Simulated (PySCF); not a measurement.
Gas-phase reaction: SnF₂ + Br₂ → SnBr₂ + 2 F

Method: PySCF energies plus ideal-gas RRHO corrections (1 bar). † marks an energy on the PBE0/def2-TZVP geometry and frequencies. MP2 freezes the core. Open shells (unrestricted): F (multiplicity 2); the rest are closed-shell singlets. Spin-orbit splitting is ignored; it lowers the true energy and changes the entropy of F. B3LYP is the form with VWN-RPA correlation. Sn: scalar-relativistic def2 core potential, no spin-orbit coupling. Br: all electrons, no relativistic terms. MP2 isn't extrapolated to the basis-set limit.

PBE/def2-TZVP† gives ΔH°(298 K) = 568 kJ.

Task: What do PBE0/def2-SVP†, B3LYP/def2-TZVP†, MP2/def2-TZVPP† give?

Result: PBE0/def2-SVP†: 465 kJ; B3LYP/def2-TZVP†: 522 kJ; MP2/def2-TZVPP†: 540 kJ. For scale, ΔH°(298 K) is 568 kJ at this level, 525 kJ at ωB97M-V/def2-TZVP†, and runs from 237 to 682 kJ over the 18 levels computed.
